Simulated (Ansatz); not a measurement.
Li₈Cl₈ (started as a model of: 1x4x4 LiCl rock-salt block), relaxed as a singlet with RKS PBE0-D4/def2-SVP in Ansatz, starting from the GFN2-xTB geometry. Force threshold 0.03 eV/Å.

Start:

```tsv
atom	x (Å)	y (Å)	z (Å)
Li1	1.982	1.610	3.559
Cl2	1.608	2.839	1.868
Li3	0.987	3.619	-0.128
Cl4	0.325	4.282	-2.124
Cl5	1.366	-0.418	3.479
Li6	0.706	0.576	1.268
Cl7	0.118	1.444	-0.720
Li8	-0.523	2.383	-2.852
Li9	0.528	-2.384	2.850
Cl10	-0.121	-1.443	0.721
Li11	-0.705	-0.575	-1.269
Cl12	-1.360	0.416	-3.481
Cl13	-0.328	-4.282	2.126
Li14	-0.991	-3.617	0.131
Cl15	-1.613	-2.837	-1.866
Li16	-1.979	-1.612	-3.561
```

Problem. Estimate the energy that the relaxation releases and the steps that it takes.

Solution. 1.06 eV, in 16 steps; 3 min on 4 threads of Intel Xeon on a shared host. No frequencies were taken in this run, so the end may be a saddle point.

Problem. Does the start keep its bonding and symmetry?

Solution. By distances, no bond broke or formed. The bond that changes most is Cl5–Li6, from 2.51 to 2.39 Å (atoms count from 1). Point group D2h at the start, C2h at the end, both within 0.05 Å.

Problem. Predict the relaxed structure.

Solution. 
Cartesian coordinates in Å:
```
Li 1.956 1.595 3.516
Cl 0.919 2.802 2.008
Li 1.075 3.175 -0.258
Cl 0.121 4.174 -1.959
Cl 1.862 -0.533 2.995
Li 0.677 0.554 1.222
Cl 1.171 0.881 -1.050
Li -0.230 2.111 -2.607
Li 0.232 -2.112 2.606
Cl -1.173 -0.883 1.053
Li -0.681 -0.553 -1.220
Cl -1.863 0.535 -2.995
Cl -0.114 -4.175 1.956
Li -1.074 -3.176 0.259
Cl -0.921 -2.801 -2.007
Li -1.956 -1.593 -3.517
```
Bond lengths (bridged metal pairs left out): 24 × Cl–Li 2.19 to 2.43 Å.
